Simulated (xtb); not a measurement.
F6Si2, charge -1, doublet, geometry from GFN2-xTB (a state made from the parent by changing its charge; the spin is typed, not shown lowest); xtb with GFN2-xTB with GBSA(thf).

Input for xtb:
```
$ xtb mol.xyz --gfn 2 --chrg -1 --uhf 1 --gbsa thf --json

# file mol.xyz
8

F      2.49883233    -0.26838669    -1.13758630
Si     1.11033667    -0.08712955    -0.20292888
F      1.71358062     1.21089097     0.58438236
F      1.56806140    -1.25283648     0.84599198
Si    -1.11033667     0.08712955     0.20292888
F     -1.56806140     1.25283648    -0.84599198
F     -1.71358062    -1.21089097    -0.58438236
F     -2.49883233     0.26838669     1.13758630
```

Problem. Write the output that xtb gives for this input, abridged.

Solution. 
```
   ID    Z sym.   atoms
    1    9 F      1, 3, 4, 6-8
    2   14 Si     2, 5

           -------------------------------------------------
          |                Calculation Setup                |
           -------------------------------------------------

           -------------------------------------------------
          |                 G F N 2 - x T B                 |
           -------------------------------------------------

      * Solvation model:               GBSA
        Solvent                        thf
        Parameter file                 internal GFN2-xTB/GBSA
        Dielectric constant                7.6000E+00
        Reference state                gsolv [1 M gas/solution]
        Free energy shift                  3.3994E-03 Eh       2.1331E+00 kcal/mol
        Temperature                        2.9815E+02 K
        Density                            8.8300E-01 kg/L
        Solvent mass                       7.2106E+01 g/mol
        Interaction kernel             Still
        Born radius scaling (c1)           1.5128E+00
        Born radii integrator          GBOBC
        Born offset                        6.0704E-04 a0       1.1471E-03 AA
        H-bond correction              true
        Ion screening                  false
        Surface tension                    1.0000E-05 Eh       1.5569E+01 dyn/cm
        Grid points                               230 per atom

          ...................................................
          :                      SETUP                      :
          :.................................................:
          :  # basis functions                  44          :
          :  # atomic orbitals                  42          :
          :  # shells                           18          :
          :  # electrons                        51          :
          :  max. iterations                   250          :
          :  Hamiltonian                  GFN2-xTB          :
          :  restarted?                      false          :
          :  GBSA solvation                   true          :
          :  PC potential                    false          :
          :  electronic temp.          300.0000000     K    :
          :  accuracy                    1.0000000          :
          :  -> integral cutoff          0.2500000E+02      :
          :  -> integral neglect         0.1000000E-07      :
          :  -> SCF convergence          0.1000000E-05 Eh   :
          :  -> wf. convergence          0.1000000E-03 e    :
          :  Broyden damping             0.4000000          :
          :  net charge                         -1          :
          :  unpaired electrons                  1          :
          ...................................................

 iter      E             dE          RMSdq      gap      omega  full diag
   1    -32.5190851 -0.325191E+02  0.884E+00    2.49       0.0  T
   2    -32.5498064 -0.307212E-01  0.515E+00    2.51       1.0  T
   3    -32.5540028 -0.419644E-02  0.160E+00    2.53       1.0  T
   4    -32.5542498 -0.247000E-03  0.751E-01    2.53       1.0  T
   5    -32.5538349  0.414899E-03  0.477E-01    2.57       1.0  T
   6    -32.5542479 -0.413012E-03  0.324E-01    2.56       1.0  T
   7    -32.5545545 -0.306593E-03  0.262E-02    2.56       1.4  T
   8    -32.5545557 -0.121201E-05  0.930E-03    2.56       3.8  T
   9    -32.5545556  0.634867E-07  0.827E-03    2.56       4.3  T
  10    -32.5545559 -0.216974E-06  0.165E-03    2.56      21.4  T
  11    -32.5545559 -0.749686E-08  0.456E-04    2.56      77.5  T
  12    -32.5545559 -0.763215E-09  0.118E-05    2.56    2983.6  T

   *** convergence criteria satisfied after 12 iterations ***

         :::::::::::::::::::::::::::::::::::::::::::::::::::::
         ::                     SUMMARY                     ::
         :::::::::::::::::::::::::::::::::::::::::::::::::::::
         :: total energy             -32.495743270778 Eh    ::
[...]
        21        2.0000           -0.4726172             -12.8606
        22        2.0000           -0.4725154             -12.8578
        23        2.0000           -0.4712518             -12.8234
        24        2.0000           -0.4711782             -12.8214
        25        2.0000           -0.4109472             -11.1824
        26        1.0000           -0.2713795              -7.3846 (HOMO)
        27                         -0.1773724              -4.8265 (LUMO)
        28                         -0.1190441              -3.2394
        29                         -0.1175255              -3.1980
        30                         -0.0179816              -0.4893
        31                          0.0254705               0.6931
        32                          0.0498221               1.3557
        33                          0.0775161               2.1093
        34                          0.1128153               3.0699
        35                          0.1790390               4.8719
        36                          0.2505518               6.8179
        37                          0.4236324              11.5276
       ...                                ...                  ...
        42                          1.5651017              42.5886
      -------------------------------------------------------------
                  HL-Gap            0.0940071 Eh            2.5581 eV
             Fermi-level           -0.2827697 Eh           -7.6946 eV

     #   Z          covCN         q      C6AA      α(0)
     1   9 F        0.703    -0.337    12.761     4.218
     2  14 Si       3.068     0.562   159.231    27.327
     3   9 F        0.705    -0.362    13.068     4.268
     4   9 F        0.705    -0.362    13.068     4.268
     5  14 Si       3.068     0.562   159.231    27.327
     6   9 F        0.705    -0.362    13.068     4.268
     7   9 F        0.705    -0.362    13.068     4.268
     8   9 F        0.703    -0.337    12.761     4.218

 Mol. C6AA /au·bohr⁶  :       2039.632068
 Mol. C8AA /au·bohr⁸  :      86287.658214
 Mol. α(0) /au        :         80.163500

Wiberg/Mayer (AO) data.
largest (>0.10) Wiberg bond orders for each atom

 ---------------------------------------------------------------------------
     #   Z sym  total        # sym  WBO       # sym  WBO       # sym  WBO
 ---------------------------------------------------------------------------
     1   9 F    1.081 --     2 Si   0.964
     2  14 Si   3.996 --     5 Si   1.004     3 F    0.974     4 F    0.974
                             1 F    0.964
     3   9 F    1.050 --     2 Si   0.974
     4   9 F    1.050 --     2 Si   0.974
     5  14 Si   3.996 --     2 Si   1.004     7 F    0.974     6 F    0.974
                             8 F    0.964
     6   9 F    1.050 --     5 Si   0.974
     7   9 F    1.050 --     5 Si   0.974
     8   9 F    1.081 --     5 Si   0.964
 ---------------------------------------------------------------------------

Topologies differ in total number of bonds
Writing topology from bond orders to xtbtopo.mol

molecular dipole:
                 x           y           z       tot (Debye)
 q only:       -0.000       0.000       0.000
   full:       -0.000       0.000       0.000       0.000
molecular quadrupole (traceless):
                xx          xy          yy          xz          yz          zz
 q only:      -17.196       1.409       6.861      -0.137       0.372      10.335
  q+dip:      -17.558       1.479       6.749       0.382       0.404      10.809
   full:      -18.735       1.759       8.515       1.356       0.091      10.220

           -------------------------------------------------
          | TOTAL ENERGY              -32.495743270778 Eh   |
          | GRADIENT NORM               0.005586377482 Eh/α |
          | HOMO-LUMO GAP               2.558064630212 eV   |
           -------------------------------------------------

normal termination of xtb
```
